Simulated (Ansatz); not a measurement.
Born–Oppenheimer molecular dynamics of CH₆O₂Si₂ (11 atoms, charge 0, multiplicity 1). It starts at the highest image of a converged band. Of that band: Neighbouring images differ by up to 1.6 eV, so the band resolves the path poorly. A vibrational analysis at the climbing image gives one clearly imaginary mode, 1496i cm⁻¹: a first-order saddle point.

Computed with RKS PBE0/def2-SVP in Ansatz 0.2.0.

* ensemble: NVE (velocity Verlet)
* time step: 0.5 fs
* steps asked: 200
* starting velocities drawn for: 300 K
* seed: 6046

First frame:

```xyz
11
Properties=species:S:1:pos:R:3
C 0.656 1.188 0.148
O -0.752 1.014 0.277
Si -1.276 -0.540 0.539
O -0.137 -1.418 -0.372
Si 1.342 -0.316 -0.876
H 1.129 1.252 1.146
H 0.844 2.146 -0.363
H -1.175 -0.968 1.961
H -2.653 -0.685 0.008
H 1.045 0.025 -2.315
H 1.043 -1.753 -0.132
```

**Question.** How far do the bonds stretch over the last three quarters of this one trajectory? (Pairs bonded in most of those frames.)

**Answer.** 
| bond | mean (Å) | spread (Å) | shortest | longest |
| --- | --- | --- | --- | --- |
| C1–O2 | 1.426 | 0.041 | 1.32 | 1.51 |
| C1–Si5 | 1.959 | 0.132 | 1.77 | 2.20 |
| C1–H6 | 1.112 | 0.015 | 1.08 | 1.14 |
| C1–H7 | 1.106 | 0.010 | 1.09 | 1.12 |
| O2–Si3 | 1.676 | 0.042 | 1.60 | 1.78 |
| Si3–O4 | 1.685 | 0.072 | 1.56 | 1.79 |
| Si3–H8 | 1.498 | 0.021 | 1.46 | 1.54 |
| Si3–H9 | 1.489 | 0.030 | 1.44 | 1.54 |
| O4–Si5 | 1.701 | 0.083 | 1.57 | 1.85 |
| Si5–H10 | 1.553 | 0.102 | 1.38 | 1.76 |
| Si5–H11 | 1.573 | 0.135 | 1.36 | 1.86 |

Mean temperature of the second half: 1465 K. The conserved energy stayed within 0.23 meV per atom of its start (net change 0.15 meV per atom), so the integration is sound. The system heated up, since it started high on the potential surface and ran downhill. A run of 0.1 ps of so small a system gives no equilibrium averages. The orbitals stay closed-shell, which can raise the energy where a bond breaks towards radicals; this wasn't checked here.

The run took 16 min on 2 threads of Arm Neoverse N1, with other jobs on the host, peak memory 0.25 GiB.
